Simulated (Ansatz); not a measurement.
Relaxation of W(NH)Cl4 (WNCl₄H) with RKS PBE-D4/def2-SVP.

```sh
$ ansatz run in.yaml --threads 4 --pin off --events-out ev --progress --plain --max-ram 4787MiB
```

```yaml
crystal:
  periodic: [false, false, false]
  atoms:
    - {symbol: W, position_ang: [-0.003110, -0.001270, -0.270820]}
    - {symbol: N, position_ang: [0.016680, 0.006760, 1.493850]}
    - {symbol: H, position_ang: [0.030140, 0.009770, 2.512920]}
    - {symbol: Cl, position_ang: [2.164530, 0.008130, -0.968650]}
    - {symbol: Cl, position_ang: [-0.023390, 2.180720, -0.933060]}
    - {symbol: Cl, position_ang: [-2.186170, -0.016470, -0.920540]}
    - {symbol: Cl, position_ang: [0.001330, -2.187640, -0.913690]}
basis:
  gaussian: {orbitals: def2-SVP}
hamiltonian: {xc: pbe, dispersion: d4}
scf: {lower_state_search: "off"}
output: {orbitals: {seedname: orbitals}}
relax: {f_tol: 0.02, max_steps: 100}
```

Hardware: 4 threads of Intel Xeon Platinum 8259CL on a shared host. Wall time 6.5 s.

Positions (Å) and forces (eV/Å) at steps 1, 2, 3, 4 of 4:

```xyz
7
step=1 energy=-53391.2086 eV
W    -0.003   -0.001   -0.271    0.013    0.030    1.825
N     0.017    0.007    1.494   -0.020   -0.010   -1.877
H     0.030    0.010    2.513    0.000    0.001    0.127
Cl    2.165    0.008   -0.969    1.012    0.006   -0.039
Cl   -0.023    2.181   -0.933   -0.005    0.974   -0.013
Cl   -2.186   -0.016   -0.921   -1.008   -0.004   -0.013
Cl    0.001   -2.188   -0.914    0.007   -0.997   -0.010
7
step=2 energy=-53391.3843 eV
W    -0.004   -0.002   -0.348    0.002    0.006    0.569
N     0.015    0.006    1.381   -0.005   -0.006   -0.682
H     0.028    0.009    2.403   -0.001    0.001    0.058
Cl    2.280    0.009   -0.896   -0.384   -0.003    0.025
Cl   -0.023    2.292   -0.858    0.002   -0.385    0.009
Cl   -2.300   -0.016   -0.844    0.389    0.000    0.016
Cl    0.004   -2.299   -0.838   -0.004    0.386    0.006
7
step=3 energy=-53391.4085 eV
W    -0.004   -0.001   -0.323   -0.006    0.000   -0.355
N     0.015    0.006    1.392    0.005    0.000    0.294
H     0.029    0.009    2.414   -0.001    0.001    0.015
Cl    2.249    0.009   -0.905    0.006   -0.001    0.014
Cl   -0.023    2.261   -0.872   -0.001   -0.001    0.009
Cl   -2.270   -0.017   -0.854   -0.005    0.002    0.014
Cl    0.003   -2.268   -0.852    0.002   -0.001    0.008
7
step=4 energy=-53391.4095 eV
W    -0.004   -0.001   -0.328   -0.001    0.002    0.003
N     0.015    0.006    1.393    0.002   -0.002   -0.005
H     0.028    0.010    2.416   -0.001    0.001    0.004
Cl    2.251    0.009   -0.903    0.003    0.002    0.002
Cl   -0.023    2.262   -0.873    0.002   -0.001   -0.003
Cl   -2.271   -0.016   -0.852   -0.003   -0.002    0.002
Cl    0.003   -2.269   -0.853   -0.002    0.000   -0.003
```

In the def2 sets W takes a core potential; there is no spin–orbit coupling. The restricted singlet is unstable towards broken spin symmetry in Hartree–Fock (as tested in another run); at PBE-D4/def2-SVP this wasn't settled. The relaxation made no stability test and no search for a lower SCF solution.
